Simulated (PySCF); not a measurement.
A side-by-side comparison of computed properties.

First species: Triethylgallium, C₆H₁₅Ga.
SMILES: `C[CH2][Ga]([CH2]C)[CH2]C`

Second species: C₇H₁₆O.
Geometry (PBE0-D3(BJ)/def2-SVP, Å), atoms numbered from 1 in this order:
```xyz
24
C7H16O angstrom
C      1.338   -1.426    0.040
C      0.324   -0.308    0.217
C      0.917    1.064   -0.059
O     -0.750   -0.525   -0.677
C     -2.061   -0.719   -0.161
C     -2.125   -1.967    0.721
C     -2.535    0.514    0.610
C     -2.917   -0.916   -1.405
H      2.224   -1.269    0.674
H      1.663   -1.471   -1.010
H      0.894   -2.399    0.298
H     -0.039   -0.328    1.261
H      0.176    1.854    0.129
H      1.224    1.131   -1.114
H      1.798    1.255    0.573
H     -1.492   -1.866    1.616
H     -1.785   -2.848    0.156
H     -3.154   -2.149    1.064
H     -1.915    0.702    1.500
H     -2.492    1.404   -0.035
H     -3.572    0.383    0.953
H     -2.847   -0.030   -2.052
H     -3.971   -1.080   -1.140
H     -2.555   -1.784   -1.974
```

Levels: wB97X-D/def2-SVPD for dipole moment, HOMO energy, LUMO energy, HOMO–LUMO gap, static isotropic polarisability and electronic spatial extent ⟨r²⟩ about the centre of nuclear charge; TDDFT wB97X-D/def2-SVPD for lowest singlet excitation; TDA wB97X-D/def2-SVPD for lowest triplet excitation (Tamm–Dancoff); ΔSCF wB97X-D/def2-SVPD for vertical ionisation energy; PBE0-D3(BJ)/def2-SVP for rotational constant A and rotational constant C. Geometries: PBE0-D3(BJ)/def2-SVP. Each structure is a single optimised conformer of the isolated species, non-relativistic unless stated. Electronic properties by PySCF.

Dipoles, sizes and rotational constants follow the conformer. The torsions of the flexible species, by atom-mapped SMILES:
- `[CH3:1][CH2:2][Ga:3]([CH2:4][CH3:5])[CH2:6][CH3:7]`: C1–C2–Ga3–C4 -176°, C2–Ga3–C4–C5 -3°, C2–Ga3–C6–C7 -92°
- `[CH3:1][CH:2]([CH3:3])[O:4][C:5]([CH3:6])([CH3:7])[CH3:8]`: C1–C2–O4–C5 119°, C2–O4–C5–C6 -62°

Values for the first species:

* Dipole moment: 0.15 D
* HOMO energy: -8.67 eV
* LUMO energy: 1.03 eV
* HOMO–LUMO gap: 9.70 eV
* Lowest singlet excitation: 4.95 eV
* Lowest triplet excitation (Tamm–Dancoff): 4.70 eV
* Static isotropic polarisability: 102.0 au
* Vertical ionisation energy: 8.77 eV
* Electronic spatial extent ⟨r²⟩ about the centre of nuclear charge: 1458 bohr²
* Rotational constant A: 1.941 GHz
* Rotational constant C: 0.882 GHz

Q: Estimate the same properties for the second species, and the change in each.

A: 
```csv
property,first,second,second less first
dipole moment,0.15 D,1.24 D,+1.09 D
HOMO energy,-8.67 eV,-9.06 eV,-0.39 eV
LUMO energy,1.03 eV,2.23 eV,+1.20 eV
HOMO–LUMO gap,9.70 eV,11.29 eV,+1.59 eV
lowest singlet excitation,4.95 eV,7.43 eV,+2.48 eV
lowest triplet excitation (Tamm–Dancoff),4.70 eV,7.39 eV,+2.69 eV
static isotropic polarisability,102.0 au,91.6 au,-10.4 au
vertical ionisation energy,8.77 eV,9.12 eV,+0.35 eV
electronic spatial extent ⟨r²⟩ about the centre of nuclear charge,1458 bohr²,1187 bohr²,-271 bohr²
rotational constant A,1.941 GHz,2.941 GHz,+1.000 GHz
rotational constant C,0.882 GHz,1.214 GHz,+0.332 GHz
```

On the first: The principal polarisabilities are 83.7, 107.4 and 114.9 au; their mean is the isotropic value. In wavenumbers S1 is 40000 cm⁻¹ (1 eV = 8065.54 cm⁻¹). The calculation is non-relativistic and has no spin–orbit coupling, an omission that weighs most on gallium.

On the second: The dipole equals about 4.2 × 10⁻³⁰ C·m (1 D = 3.33564 × 10⁻³⁰ C·m). The polarisability is 13.57 Å³ as a volume (1 au = 0.148185 Å³), or 1.39 au for each of the 66 electrons.
